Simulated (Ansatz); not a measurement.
Basis sets compared for Zr₆O₂₀H₁₆. Total charge 0; singlet. Geometry PBE-D4/def2-SVP. Ansatz on 2 threads of AMD EPYC 7R13 on a shared host and a share (18 GiB) of an NVIDIA H100 80GB HBM3; times are rough, and most runs start from earlier orbitals.

Cartesian coordinates in Å:
```
Zr -1.409 -0.064 -2.681
Zr 1.785 -0.204 -0.802
Zr 1.033 1.950 1.660
Zr -0.804 -2.932 -1.335
Zr -2.030 1.532 0.411
Zr -0.421 -1.128 1.457
O 3.685 -0.717 -0.422
O 2.323 -0.980 -2.666
O 1.885 3.746 1.946
O 2.302 1.780 -0.079
O -0.216 -1.839 3.279
O 1.638 -0.276 1.627
O 0.535 0.761 -2.455
O 0.634 -1.882 -0.282
O -0.086 -1.868 -2.979
O -1.300 -3.014 0.777
O 1.580 1.624 3.571
O -0.636 3.101 0.830
O -0.043 0.619 0.168
O -0.878 0.890 2.411
O -2.090 0.195 -4.474
O -3.591 2.462 1.112
O -2.239 -1.609 -1.606
O -2.274 1.290 -1.512
O -0.973 -4.797 -1.881
O -2.424 -0.517 0.859
H 4.091 -0.685 0.461
H 3.171 -1.460 -2.609
H 1.961 4.420 1.248
H 3.231 2.068 -0.057
H 0.156 -1.511 4.114
H 2.233 -0.560 2.345
H 1.126 0.597 -3.221
H 0.912 -1.673 -3.059
H -2.114 -3.350 1.194
H 2.006 2.418 3.947
H -0.873 3.975 1.186
H -1.116 0.955 3.353
H -2.733 0.515 -5.121
H -4.374 2.882 1.491
H -1.007 -5.702 -2.217
H -2.657 -1.006 0.013
```

In the def2 sets Zr takes a core potential; there is no spin–orbit coupling. Single mean-field runs in def2-SVP, def2-TZVP are fitted with def2-universal-jkfit.

Binding counts from free atoms (Zr triplet, O triplet, H doublet) in the same basis, without a counterpoise term.

```csv
level,functions,energy (Eh),HOMO (eV),LUMO (eV),binding per atom (eV),wall time
PBE-D4/def2-SVP,546,-1795.6924,-6.19,-1.62,–,4.2 s
PBE0-D4/def2-SVP (with forces),546,-1795.4885,-7.85,-0.78,5.03,9 s
```

(1) Estimate the rows for PBE-D4/def2-TZVP, PBE0-D4/def2-TZVP.

Results:

(1) 
| level | functions | energy (Eh) | HOMO (eV) | LUMO (eV) | binding per atom (eV) | wall time |
| --- | --- | --- | --- | --- | --- | --- |
| PBE-D4/def2-TZVP | 956 | -1797.5164 | -6.38 | -1.78 | – | 7 s |
| PBE0-D4/def2-TZVP | 956 | -1797.3036 | -7.98 | -0.90 | 4.94 | 9 s |
